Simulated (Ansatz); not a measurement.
Computed with Ansatz on PBE0-D4/def2-TZVP structures; ΔE is electronic, products minus reactants. CBS: MP2 limit from def2 TZ/QZ plus the TZ coupled-cluster correction, frozen cores. This one scheme is used for every species, atoms too. Functionals use def2-TZVPP. No spin–orbit coupling; open shells (•) take unrestricted orbitals. Elements past krypton have def2 core potentials. Bonds to In are less sure, by a few kJ/mol each and by 10 to 20 or more in all where they break to atoms, as the def2 sets lack core-valence functions.

Consider the hydrogen abstraction from the In–H bond: `[CH3][InH][Cl]` + H• → `[CH3][In][Cl]`• + H₂.

Question: Is it downhill or uphill in electronic energy at CCSD(T)/CBS, and by how much? (Best estimate.)

Answer: Ansatz gave: Downhill: ΔE = -37.1 kcal/mol.

Question: What do these levels give: r2SCANh-D4, r2SCAN0-D4, BHLYP-D4, PBE-QIDH, PBE, revPBE, BHLYP, HF/def2-SVP, SCS-MP2/def2-TZVPP, CCSD(T)/def2-TZVPP, HF/def2-QZVPP, CCSD/CBS(def2)? (An estimate is asked.)

Answer: The calculation gave: r2SCANh-D4 -39.0, r2SCAN0-D4 -38.3, BHLYP-D4 -39.1, PBE-QIDH -34.3, PBE -38.7, revPBE -41.3, BHLYP -39.2, HF/def2-SVP -29.5, SCS-MP2/def2-TZVPP -35.5, CCSD(T)/def2-TZVPP -36.5, HF/def2-QZVPP -31.3, CCSD/CBS(def2) -37.2 kcal/mol.

Largest T1 diagnostic among the species: 0.016.

From PBE to PBE0 (25 % exact exchange), in def2-TZVPP and without D4, ΔE moves by +2.2 kcal/mol. At CCSD(T), def2-SVP lies +2.3 kcal/mol from the extrapolated value and def2-TZVPP +0.5 kcal/mol. In def2-TZVPP, CCSD(T) changes the Hartree–Fock value by −5.4 kcal/mol (the triples alone add +0.2 kcal/mol) and MP2 by −2.5 kcal/mol.
